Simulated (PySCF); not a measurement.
Species: C₄H₇ClOSi.
Numbering: `[CH3:1][C:2]1=[CH:3][O:4][Si@@H:5]([Cl:6])[CH2:7]1` (hydrogens: H8, H9, H10 on C1; H11 on C3; H12 on Si5; H13, H14 on C7)

Cartesian coordinates in Å at the GFN2-xTB level; atoms count from 1:
```
atom  x, y, z in Å
C1    -1.7008   -1.0365    0.4790
C2    -0.5589   -0.2269   -0.0341
C3    -0.5916    0.5638   -1.0967
O4     0.5475    1.2601   -1.4305
Si5    1.7995    0.9320   -0.4152
Cl6    2.4304    2.6166    0.4716
C7     0.7725   -0.2507    0.6773
H8    -1.4392   -2.0944    0.4967
H9    -1.9476   -0.7396    1.4982
H10   -2.5784   -0.9022   -0.1474
H11   -1.4243    0.7458   -1.7544
H12    2.8694    0.3262   -1.1911
H13    0.6558    0.0722    1.7134
H14    1.1651   -1.2669    0.7113
```

Computed at PBE0/pcSseg-1 (PySCF, non-relativistic), with Q(17O) = −0.0256 b, Q(35Cl) = −0.0817 b: O4, 17O (I = 5/2): χzz = -9.485 MHz, η = 0.226; Cl6, 35Cl (I = 3/2): χzz = -38.29 MHz, η = 0.092.

Where would the pure quadrupole (NQR) lines of 17O at O4 fall for the rigid, isolated species?

From the eigenvalues of H = χ/[4I(2I − 1)] × [3Iz² − I(I + 1) + η(Ix² − Iy²)], steps between neighbouring levels, labelled as for η = 0: ±1/2↔±3/2 1.500 MHz, ±3/2↔±5/2 2.817 MHz (silyl ether oxygen).

Where would the pure quadrupole (NQR) lines of 35Cl at Cl6 fall for the rigid, isolated species?

From ν = (|χ|/2)√(1 + η²/3): ν = 19.17 MHz (silicon-bound chlorine). For 37Cl the ratio of quadrupole moments, 0.7881, gives 15.11 MHz.

Apply the simplest Townes–Dailey estimate (no s hybridisation, no π bonding), ionic character = 1 − χzz/χ0, where χ0 is the coupling for one missing p electron along the bond: −109.74 MHz for 35Cl.

Cl6 on Si5: 1 − (-38.29)/(-109.74) = 0.65. In this model a purely covalent bond gives χ0 and a free halide ion gives zero; s hybridisation or π bonding, where present, is counted here as ionic character.

In a crystal, neighbours and librations shift these lines. GFN2-xTB bond lengths can be off by several hundredths of an ångström, more for odd bonds, and the gradients follow them. These gradients aren't converged with respect to the basis.
